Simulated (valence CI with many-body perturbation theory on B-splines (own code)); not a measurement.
E1 line list for Cd16+

Calculated by relativistic CI+MBPT: four valence electrons over a frozen Dirac-Fock core [Ar] 3d10, radial functions for each j: 11 s, 11 p, 9 d, 7 f, 5 g, 2 h, 1 i, with the one-electron correlation potential Σ1 (screened to all orders), the two-electron term Σ2, the three-electron term Σ3, Breit, model QED; selected single and double excitations, second order for the rest (own B-spline code, finite nucleus).

No measured spectrum was set against this ion. As an estimate, levels hold to about 250 cm⁻¹ or 0.2 % of their energy and the worst to 1 %, as in measured heavy ions of charge 2 to 7; those with d or f electrons hold less well.

Lines 1 to 50 of 222 in falling wavelength, among levels below 1077700 cm⁻¹, chosen from the strongest by gf and those to the six lowest levels. Wavelengths and rates use the calculated energies, so an error of 1000 cm⁻¹ moves a line at 48.46 nm by 0.48 % and its rate by three times that or more. Electric multipoles are in the length gauge, E1 and E2 with the static RPA response of the core. Weak lines are less certain than strong ones. Lines between different terms over intervals too small for the method are left out, as are lines whose strength nearly cancels. The highest levels of a list are the least certain.

Names give the largest LS component (configuration and term), which can be under half, so a name can repeat, a term be missing and a line seem to break the LS rules; names also repeat where a configuration has a term twice. Letters in brackets count levels of one name in rising energy.

| λ vac (nm) | Upper | Lower | A (s⁻¹) | log gf | Branch % |
| --- | --- | --- | --- | --- | --- |
| 48.46 | 4s4p³ ⁵S°_2 | 4s²4p² ¹D_2 | 2.10e+07 | -2.43 | 2.4 |
| 43.69 | 4s4p³ ³D°_1 | 4s²4p² ¹S_0 | 3.44e+07 | -2.53 | 0.3 |
| 37.54 | 4p⁴ ¹D_2 | 4s4p³ ¹P°_1 | 2.07e+09 | -0.66 | 8.6 |
| 37.33 | 4s4p³ ³D°_1 | 4s²4p² ¹D_2 | 2.67e+08 | -1.78 | 2.2 |
| 37.14 | 4s4p³ ⁵S°_2 | 4s²4p² ³P_2 | 3.41e+08 | -1.45 | 39.3 |
| 37.03 | 4p⁴ ³P_2 | 4s4p³ ³S°_1 | 2.08e+09 | -0.67 | 6.9 |
| 36.43 | 4s4p²4d ⁵F_5 | 4s²4p4d ³F°_4 | 5.83e+08 | -0.89 | 100.0 |
| 36.01 | 4s4p³ ³D°_2 | 4s²4p² ¹D_2 | 9.09e+07 | -2.05 | 1.5 |
| 35.68 | 4s4p²4d ¹G_4 | 4s²4p4d ¹F°_3 | 1.33e+09 | -0.64 | 5.3 |
| 35.19 | 4s4p³ ⁵S°_2 | 4s²4p² ³P_1 | 5.06e+08 | -1.33 | 58.3 |
| 33.68 | 4s4p³ ³D°_3 | 4s²4p² ¹D_2 | 1.72e+09 | -0.69 | 35.4 |
| 33.43 | 4s4p³ ³P°_1 | 4s²4p² ¹S_0 | 4.36e+08 | -1.66 | 2.3 |
| 32.59 | 4p⁴ ³P_0 | 4s4p³ ³S°_1 | 9.20e+09 | -0.83 | 23.7 |
| 31.76 | 4p⁴ ³P_2 | 4s4p³ ³P°_2 | 2.80e+09 | -0.67 | 9.2 |
| 31.12 | 4p⁴ ³P_1 | 4s4p³ ¹D°_2 | 2.50e+09 | -0.96 | 7.3 |
| 30.50 | 4p⁴ ³P_1 | 4s4p³ ³S°_1 | 5.02e+09 | -0.68 | 14.7 |
| 30.23 | 4s4p³ ³D°_1 | 4s²4p² ³P_2 | 9.60e+08 | -1.40 | 7.9 |
| 30.22 | 4p⁴ ¹D_2 | 4s4p³ ¹D°_2 | 9.20e+09 | -0.20 | 38.3 |
| 30.13 | 4s4p²4d ³D_2 [a] | 4s²4p4d ³D°_2 | 1.76e+09 | -0.92 | 1.4 |
| 29.58 | 4s4p³ ³P°_1 | 4s²4p² ¹D_2 | 3.54e+06 | -3.86 | 0.0 |
| 29.50 | 4s4p²4d ³F_3 [a] | 4s²4p4d ³F°_3 | 9.89e+08 | -1.04 | 2.4 |
| 29.36 | 4s4p³ ³D°_2 | 4s²4p² ³P_2 | 1.55e+08 | -2.00 | 2.6 |
| 29.04 | 4s4p³ ³P°_2 | 4s²4p² ¹D_2 | 5.46e+08 | -1.46 | 2.9 |
| 28.93 | 4s4p³ ³D°_1 | 4s²4p² ³P_1 | 6.77e+05 | -4.59 | 0.0 |
| 28.81 | 4s4p²4d ³F_3 [b] | 4s²4p4d ³D°_3 | 1.63e+09 | -0.85 | 1.7 |
| 28.64 | 4s4p²4d ³D_2 [b] | 4s²4p4d ³P°_1 | 2.09e+09 | -0.89 | 1.8 |
| 28.56 | 4s4p³ ³S°_1 | 4s²4p² ¹S_0 | 1.57e+09 | -1.24 | 1.6 |
| 28.47 | 4s4p²4d ³F_3 [c] | 4s²4p4d ³D°_2 | 1.96e+09 | -0.78 | 0.9 |
| 28.16 | 4p⁴ ¹S_0 | 4s4p³ ¹P°_1 | 2.28e+10 | -0.57 | 71.6 |
| 28.13 | 4s4p³ ³D°_2 | 4s²4p² ³P_1 | 5.65e+09 | -0.47 | 95.8 |
| 27.95 | 4p⁴ ³P_0 | 4s4p³ ³P°_1 | 1.02e+10 | -0.92 | 26.2 |
| 27.79 | 4s4p³ ³D°_3 | 4s²4p² ³P_2 | 3.12e+09 | -0.60 | 64.5 |
| 27.61 | 4p⁴ ³P_2 | 4s4p³ ³D°_3 | 1.26e+10 | -0.14 | 41.5 |
| 27.57 | 4s4p²4d ³F_3 [b] | 4s²4p4d ¹D°_2 | 1.16e+09 | -1.03 | 1.2 |
| 27.40 | 4s4p²4d ³G_5 | 4s²4p4d ³F°_4 | 7.61e+09 | -0.03 | 100.0 |
| 27.07 | 4s4p²4d ¹G_4 | 4s²4p4d ³F°_4 | 3.63e+09 | -0.45 | 14.4 |
| 26.83 | 4p⁴ ³P_1 | 4s4p³ ³P°_2 | 6.70e+09 | -0.66 | 19.6 |
| 26.76 | 4s4p²4d ³F_3 [c] | 4s²4p4d ¹D°_2 | 3.31e+09 | -0.60 | 1.6 |
| 26.45 | 4s4p²4d ³F_4 [b] | 4s²4p4d ³D°_3 | 3.76e+09 | -0.45 | 1.7 |
| 26.29 | 4s4p²4d ³D_3 [a] | 4s²4p4d ³P°_2 | 6.33e+09 | -0.34 | 10.5 |
| 26.22 | 4p⁴ ³P_2 | 4s4p³ ³D°_2 | 6.31e+09 | -0.49 | 20.8 |
| 26.16 | 4p⁴ ¹D_2 | 4s4p³ ³P°_2 | 4.89e+09 | -0.60 | 20.4 |
| 26.03 | 4s4p²4d ³F_2 [b] | 4s²4p4d ³F°_3 | 2.13e+09 | -0.97 | 2.8 |
| 25.70 | 4s4p³ ³S°_1 | 4s²4p² ¹D_2 | 1.06e+09 | -1.50 | 1.1 |
| 25.69 | 4s4p²4d ³D_3 [b] | 4s²4p4d ³P°_2 | 6.53e+09 | -0.34 | 5.2 |
| 25.61 | 4s4p²4d ³G_4 | 4s²4p4d ³F°_3 | 1.06e+10 | -0.03 | 70.2 |
| 25.56 | 4p⁴ ³P_2 | 4s4p³ ³D°_1 | 2.30e+09 | -0.95 | 7.6 |
| 25.39 | 4s4p²4d ³D_1 [c] | 4s²4p4d ³D°_1 | 3.90e+09 | -0.95 | 2.6 |
| 25.27 | 4s4p³ ¹D°_2 | 4s²4p² ¹D_2 | 1.76e+10 | -0.07 | 86.7 |
| 25.23 | 4s4p³ ³D°_1 | 4s²4p² ³P_0 | 1.10e+10 | -0.50 | 89.7 |

Question: How does gf follow from A for the line at 29.04 nm?

Answer: gf = 1.4992 × (2J+1)_upper × A / σ², with σ = 344329 cm⁻¹ and 2J+1 = 5: gf = 0.0345.
